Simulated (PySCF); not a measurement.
PySCF 2.14 output of an unrestricted r2SCAN calculation on a single atom or ion in pcseg-2, with the non-relativistic Hamiltonian (point nucleus):

```
SCF conv_tol = 1e-09
number electrons alpha = 11  beta = 9
    J. W. Furness, A. D. Kaplan, J. Ning, J. P. Perdew, and J. Sun.,  J. Phys. Chem. Lett. 11, 8208-8215 (2020)
    J. W. Furness, A. D. Kaplan, J. Ning, J. P. Perdew, and J. Sun.,  J. Phys. Chem. Lett. 11, 9248-9248 (2020)
    J. W. Furness, A. D. Kaplan, J. Ning, J. P. Perdew, and J. Sun.,  J. Phys. Chem. Lett. 11, 8208-8215 (2020)
    J. W. Furness, A. D. Kaplan, J. Ning, J. P. Perdew, and J. Sun.,  J. Phys. Chem. Lett. 11, 9248-9248 (2020)
cycle= 1 E= -760.344648665421  delta_E= -0.00649  |g|= 0.0401  |ddm|= 0.469
cycle= 2 E= -760.348125940038  delta_E= -0.00348  |g|= 0.0712  |ddm|= 0.57
cycle= 3 E= -760.349414185771  delta_E= -0.00129  |g|= 0.0858  |ddm|= 1.32
cycle= 4 E= -760.342619402172  delta_E= 0.00679  |g|= 0.123  |ddm|= 1.31
cycle= 5 E= -760.351291867119  delta_E= -0.00867  |g|= 0.0676  |ddm|= 1.31
cycle= 6 E= -760.351878653197  delta_E= -0.000587  |g|= 0.0584  |ddm|= 0.031
cycle= 7 E= -760.347897827962  delta_E= 0.00398  |g|= 0.0486  |ddm|= 1.26
cycle= 8 E= -760.35245026372  delta_E= -0.00455  |g|= 0.0404  |ddm|= 1.25
cycle= 9 E= -760.343892654714  delta_E= 0.00856  |g|= 0.0664  |ddm|= 0.573
cycle= 10 E= -760.349100741861  delta_E= -0.00521  |g|= 0.041  |ddm|= 1.12
cycle= 11 E= -760.348271514771  delta_E= 0.000829  |g|= 0.0552  |ddm|= 0.104
cycle= 12 E= -760.348331662604  delta_E= -6.01e-05  |g|= 0.0547  |ddm|= 0.0153
cycle= 13 E= -760.346389720163  delta_E= 0.00194  |g|= 0.0828  |ddm|= 0.0438
cycle= 14 E= -760.349044653116  delta_E= -0.00265  |g|= 0.0384  |ddm|= 0.0765
cycle= 15 E= -760.348589000779  delta_E= 0.000456  |g|= 0.0521  |ddm|= 0.0927
cycle= 16 E= -760.349101571485  delta_E= -0.000513  |g|= 0.0327  |ddm|= 0.126
cycle= 17 E= -760.351972570729  delta_E= -0.00287  |g|= 0.0561  |ddm|= 1.26
cycle= 18 E= -760.351896960041  delta_E= 7.56e-05  |g|= 0.0582  |ddm|= 0.129
cycle= 19 E= -760.351483998363  delta_E= 0.000413  |g|= 0.0651  |ddm|= 0.0108
cycle= 20 E= -760.352842748371  delta_E= -0.00136  |g|= 0.0388  |ddm|= 0.0472
cycle= 21 E= -760.346996156237  delta_E= 0.00585  |g|= 0.0731  |ddm|= 1.28
cycle= 22 E= -760.348646826409  delta_E= -0.00165  |g|= 0.0508  |ddm|= 0.0535
cycle= 23 E= -760.352828010553  delta_E= -0.00418  |g|= 0.0405  |ddm|= 1.28
cycle= 24 E= -760.353047804851  delta_E= -0.00022  |g|= 0.0361  |ddm|= 0.0377
cycle= 25 E= -760.353732456521  delta_E= -0.000685  |g|= 0.00903  |ddm|= 0.0558
cycle= 26 E= -760.353776307467  delta_E= -4.39e-05  |g|= 0.000895  |ddm|= 0.0185
cycle= 27 E= -760.353776683055  delta_E= -3.76e-07  |g|= 6.32e-05  |ddm|= 0.000948
cycle= 28 E= -760.35377668507  delta_E= -2.01e-09  |g|= 1.23e-05  |ddm|= 0.000134
cycle= 29 E= -760.353776685152  delta_E= -8.21e-11  |g|= 8.31e-07  |ddm|= 2.19e-05
converged SCF energy = -760.353776685152  <S^2> = 2.00107  2S+1 = 3.0007132
```

The run itself started from symmetry-adapted Hartree-Fock orbitals and held the occupation by maximum overlap, on a logarithmic radial grid, so the iterations belong to that start.

Question: Which element, charge and spin multiplicity is this?

Answer: Sc+ (scandium, charge +1), multiplicity 3; the state was [Ar] 3d1 4s1, high-spin 3D determinant.

⟨L²⟩ = 8.82 against 6 for a pure D term, so this real determinant mixes terms. The s, p, d and f populations moved away from the nominal configuration during the SCF.
